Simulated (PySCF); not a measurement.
PySCF 2.14 output of a UHF calculation on a single atom or ion in x2c-TZVPPall with one added diffuse shell each of s, p, d, f type (12s8p7d4f, 99 functions), with the spin-free X2C one-electron Hamiltonian (Gaussian nucleus):

```
SCF conv_tol = 1e-09
number electrons alpha = 41  beta = 39
cycle= 1 E= -20878.8681269371  delta_E= -0.00211  |g|= 0.0159  |ddm|= 0.0877
cycle= 2 E= -20878.8683937586  delta_E= -0.000267  |g|= 0.00666  |ddm|= 0.031
cycle= 3 E= -20878.8684586418  delta_E= -6.49e-05  |g|= 0.00149  |ddm|= 0.0212
cycle= 4 E= -20878.868461885  delta_E= -3.24e-06  |g|= 0.000339  |ddm|= 0.00548
cycle= 5 E= -20878.8684619179  delta_E= -3.29e-08  |g|= 5.37e-05  |ddm|= 0.000474
cycle= 6 E= -20878.8684619193  delta_E= -1.4e-09  |g|= 5.84e-06  |ddm|= 0.000111
cycle= 7 E= -20878.8684619193  delta_E= -6.18e-11  |g|= 1.25e-06  |ddm|= 1.27e-05
converged SCF energy = -20878.8684619193  <S^2> = 2.0029871  2S+1 = 3.0019907
```

The run itself started from symmetry-adapted Hartree-Fock orbitals and held the occupation by maximum overlap, so the iterations belong to that start.

Question: Which element, charge and spin multiplicity is this?

Answer: Pb²⁺ (lead, charge +2), multiplicity 3; the state was [Xe] 4f14 5d10 6s1 6p1, high-spin 3P determinant (an excited configuration).

Spin-orbit coupling, absent here, splits the open shell strongly.
